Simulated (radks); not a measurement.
The numbers below are computed, except where a source is named.
Numerical settings for the rubidium ion Rb+, [Kr]. Code: a radial shooting solver on a logarithmic mesh with Libxc functionals. Model: Dirac Kohn-Sham, PBE, spin-unpolarised, spherical densities, finite nucleus; Fermi nuclear charge, rms radius 4.2036 fm. The defaults (mesh step 0.008 in ln r, mesh end at 40 bohr or more with all orbitals vanishing there, Anderson mixing 0.5 over 9 steps, residual threshold near 1e-9 with the energy settled to 1e-9 hartree or 1e-11 of itself, here a cap of 53 iterations) give E = -2981.2726 hartree and 4p3/2 at -21.361 eV in 14 iterations. Run on one thread of a shared host, so times are rough (Arm Neoverse V2): 0.09 s of CPU time, 0.09 s wall, 14 iterations on 2259 mesh points. Changes against that run (0 stands for a change within the tolerance of the run):

setting	iterations	converged	E (mhartree)	e(4p3/2) (meV)	CPU (s)
mesh step in ln r 0.2	4	no	diverged	-	0.02
mesh step in ln r 0.003	16	yes	0	0	0.23
mesh step in ln r 0.02	14	yes	0	0	0.04
mesh end (bohr) 8	14	yes	+0.0106	+0.728	0.08
mesh end (bohr) 12	14	yes	0	0	0.08
residual threshold 1e-05	10	yes	0	+0.0215	0.07
residual threshold 0.1	9	yes	0	+0.162	0.07
mixing 0.01	24	yes	0	0	0.14
linear mixing, mixing 0.5	30	yes	0	0	0.14
linear mixing, mixing 0.05	53	no	+0.472	-555	0.29
mixing history 20	19	yes	0	0	0.1
iteration cap 2	2	no	+703	-1.44e+04	0.02

No run marked as converged misses the energy by more than 1 mhartree. A mesh that ends early acts as a hard wall.
